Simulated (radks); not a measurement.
Cd XXXVIII, configuration [Ne] 3s1. All-electron calculation, scalar-relativistic Kohn-Sham, PBE, spin-polarised, spherical densities, finite nucleus; open shells are filled with parallel spins first (spin-orbit coupling, left out, can overturn this in heavy ions); Fermi nuclear charge, rms radius 4.6087 fm. Program: a radial shooting solver on a logarithmic mesh with Libxc functionals.

Radial electron density D(r) = 4 pi r^2 rho(r):

r (bohr),D(r) (e/bohr),spin D(r)
0.002501,6.459,0.0853
0.002775,7.644,0.101
0.003104,9.134,0.120
0.003472,10.87,0.142
0.003852,12.74,0.166
0.004309,15.04,0.195
0.004781,17.46,0.225
0.005348,20.39,0.262
0.005981,23.66,0.301
0.006637,27.00,0.340
0.007423,30.88,0.384
0.008237,34.70,0.425
0.009213,38.99,0.468
0.01031,43.32,0.507
0.01143,47.27,0.537
0.01279,51.27,0.559
0.01419,54.58,0.567
0.01587,57.50,0.557
0.01775,59.56,0.525
0.0197,60.57,0.475
0.02204,60.59,0.398
0.02445,59.64,0.310
0.02735,57.72,0.205
0.03059,55.18,0.103
0.03394,52.66,0.0293
0.03796,50.32,-0.00619
0.04246,48.94,0.0278
0.04712,48.96,0.138
0.0527,50.66,0.350
0.05848,53.75,0.620
0.06541,58.26,0.956
0.07316,63.10,1.27
0.08118,66.84,1.48
0.0908,68.86,1.53
0.1007,67.99,1.38
0.1127,63.60,1.01
0.126,55.87,0.526
0.1399,46.57,0.141
0.1564,35.70,0.00171
0.1736,26.20,0.278
0.1942,17.84,1.05
0.2172,11.98,2.18
0.241,8.621,3.25
0.2695,6.571,4.09
0.2991,5.387,4.32
0.3345,4.292,3.92
0.3741,3.151,3.04
0.4151,2.113,2.08
0.4643,1.186,1.18
0.5152,0.5951,0.594
0.5763,0.2356,0.236
0.6446,0.07565,0.0756
0.7153,0.02143,0.0214
0.8,0.004312,0.00431
0.8877,0.0007577,0.000758

D(r) has 2 maxima, at r = 0.0208, 0.0930 bohr, and minima at 0.0446 bohr, inside which lie 2.07 electrons.
